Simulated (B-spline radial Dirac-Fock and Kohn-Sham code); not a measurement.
## Width and fluorescence yield of the L3 (2p3/2) hole, Ho to Pb

The computed values come from a radial B-spline solver: independent-particle rates on relativistic LDA orbitals of the hole state (multipoles up to L = 3, Coulomb Auger matrix elements, transition energies from Dirac-Fock). Free neutral atoms. Recommended widths: Campbell and Papp (2001); yields: xraylib tables.

| Z | element | Γ (eV) | recommended Γ | ω | Coster-Kronig yield | tabulated ω |
| --- | --- | --- | --- | --- | --- | --- |
| 67 | Ho | 4.00 | 4.00 | 0.193 | 0.000 | 0.182 |
| 68 | Er | 4.10 | 4.10 | 0.202 | 0.000 | 0.192 |
| 69 | Tm | 4.20 | 4.20 | 0.212 | 0.000 | 0.201 |
| 70 | Yb | 4.31 | 4.31 | 0.221 | 0.000 | 0.218 |
| 71 | Lu | 4.43 | 4.43 | 0.231 | 0.000 | 0.220 |
| 72 | Hf | 4.55 | 4.55 | 0.240 | 0.000 | 0.231 |
| 73 | Ta | 4.68 | 4.68 | 0.250 | 0.000 | 0.243 |
| 74 | W | 4.81 | 4.81 | 0.260 | 0.000 | 0.255 |
| 75 | Re | 4.95 | 4.95 | 0.270 | 0.000 | 0.179 |
| 76 | Os | 5.09 | 5.09 | 0.280 | 0.000 | 0.281 |
| 77 | Ir | 5.24 | 5.24 | 0.289 | 0.000 | 0.294 |
| 78 | Pt | 5.40 | 5.39 | 0.300 | 0.000 | 0.306 |
| 79 | Au | ? | ? | ? | ? | ? |
| 80 | Hg | 5.73 | 5.71 | 0.320 | 0.000 | 0.333 |
| 81 | Tl | 5.90 | 5.89 | 0.330 | 0.000 | 0.347 |
| 82 | Pb | 6.07 | 6.07 | 0.340 | 0.000 | 0.360 |

Question: What does the model give for Au?

Answer: Γ = 5.56 eV, ω = 0.310, Coster-Kronig yield 0.000; the recommended width is 5.54 eV; the tabulated yield is 0.320.
